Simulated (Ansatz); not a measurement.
`F[SiH2]N[Si](F)(Cl)Cl` + `BN=C=O` → `O=C=N[Si](F)(Cl)Cl` + `BN[SiH2]F`  (redistribution)

Gas-phase electronic energies from Ansatz, PBE0-D4/def2-TZVP geometries. CCSD(T)/CBS is the MP2 limit (def2-TZVPP, def2-QZVPP) plus CCSD(T) − MP2 in def2-TZVPP, frozen cores. DFT in def2-TZVPP. B3LYP here is the variant with VWN-RPA as its local correlation; programs differ in this. One conformer a species, not always the lowest.

(1) Is it downhill or uphill in electronic energy at CCSD(T)/CBS, and by how much? (Best estimate.)

(2) What do these levels give: revPBE-D4, BLYP-D4, r2SCANh-D4, revPBE, B3LYP, CAM-B3LYP, LC-ωPBE, RPA@PBE/def2-TZVPP, CCSD(T)/def2-TZVPP, MP2/def2-QZVPP, HF/CBS(def2), MP2/CBS(def2)? (Estimate.)

Largest T1 diagnostic among the species: 0.017.

## Answers

(1) Ansatz gave: Downhill: ΔE = -44.3 kJ/mol.

(2) The calculation gave: revPBE-D4 -39.6, BLYP-D4 -38.3, r2SCANh-D4 -41.2, revPBE -40.8, B3LYP -42.2, CAM-B3LYP -43.7, LC-ωPBE -44.4, RPA@PBE/def2-TZVPP -46.0, CCSD(T)/def2-TZVPP -45.5, MP2/def2-QZVPP -45.4, HF/CBS(def2) -44.0, MP2/CBS(def2) -44.9 kJ/mol.

Leaving LDA and LC-ωPBE aside and taking each functional with its dispersion term where it has one, the values, not all of them listed here, spread over 6.3 kJ/mol, from PBE-QIDH to BLYP-D4.
